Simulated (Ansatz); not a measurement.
HIn, charge -1, doublet, at a GFN2-xTB geometry (such geometries of metal compounds can be far from the true shape) (a state made from the parent by changing its charge; the spin is typed, not shown lowest) (core potentials on In) (a gas-phase anion, which may not be bound at this level); HF/def2-SVP (Ansatz, an electronic-structure program).

The Ansatz input:
Ansatz 0.2 input:
```yaml
crystal:
  periodic: [false, false, false]
  atoms:
    - {symbol: In, position_ang: [-0.00000000, -0.00000000, -0.03576299]}
    - {symbol: H, position_ang: [0.00000000, 0.00000000, 1.75238670]}
basis:
  gaussian:
    orbitals: def2-SVP
hamiltonian:
  xc: hf
total_charge: -1
magnetization: {spin_polarized: true, initial_magnetization: 1}
accuracy: high
```

Q: What does Ansatz print? Leave out banner, timings and long lists.

A: 
```
Functional definition: HF
703 factors; integrals over basis functions are off by at most 2.4e-9 eV
mean field evaluation 1: about -5163.0822 eV, gradient 6.3e0 eV
mean field evaluation 2: about -5163.0877 eV, gradient 6.2e0 eV
mean field evaluation 4: about -5163.5153 eV, gradient 8.4e-1 eV
mean field evaluation 8: about -5163.5324 eV, gradient 5.7e-3 eV
mean field evaluation 16: about -5158.7588 eV, gradient 9.2e0 eV
mean field evaluation 32: about -5162.9222 eV, gradient 3.2e0 eV
mean field -5163.53241358 eV, -189.7563162310 hartree, gradient 1.5e-8 eV, S^2 0.760972; 1 other end points of the search recorded, 0 dependent functions left out
reference -5163.53241358 eV, -189.7563162310 hartree; 12, 11 occupied and 19, 20 virtual orbitals, 703 factors
Total energy: -5163.53241358 eV, -189.7563162310 hartree
```
